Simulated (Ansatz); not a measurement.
`[NH2][In]([F])[F]` and `NB(F)F` differ in one element.

Ansatz, PBE0-D4/def2-TZVP geometries, multiplicity 1. Each molecule was computed in one conformer, which needn't be the lowest.

Elements past krypton have def2 core potentials.

| property | `[NH2][In]([F])[F]` |
| --- | --- |
| HOMO energy (ωB97M-V/def2-TZVPP) / eV | -10.77 |
| HOMO–LUMO gap (B3LYP/def2-TZVPP) / eV | 5.55 |
| LUMO energy (B3LYP/def2-TZVPP) / eV | -2.63 |
| LUMO energy (PBE/def2-TZVPP) / eV | -3.17 |
| HOMO–LUMO gap (PBE0/def2-TZVPP) / eV | 6.16 |
| HOMO–LUMO gap (ωB97M-V/def2-TZVPP) / eV | 10.43 |

(1) What does the change do to each property? (Estimate.)

Answers

(1) Ansatz gave: 
```tsv
property	`NB(F)F`	shift
HOMO energy (ωB97M-V/def2-TZVPP) / eV	-11.06	-0.29
HOMO–LUMO gap (B3LYP/def2-TZVPP) / eV	8.66	3.11
LUMO energy (B3LYP/def2-TZVPP) / eV	0.26	2.89
LUMO energy (PBE/def2-TZVPP) / eV	-0.14	3.03
HOMO–LUMO gap (PBE0/def2-TZVPP) / eV	9.30	3.14
HOMO–LUMO gap (ωB97M-V/def2-TZVPP) / eV	12.96	2.53
```

With PBE0 the HOMO falls by 0.24 eV and the LUMO rises by 2.90 eV, so the gap widens by about 3.14 eV. PBE moves the HOMO by -0.13 eV and ωB97M-V by -0.29 eV.

B3LYP here is the variant with VWN-RPA as its local correlation; programs differ in this.
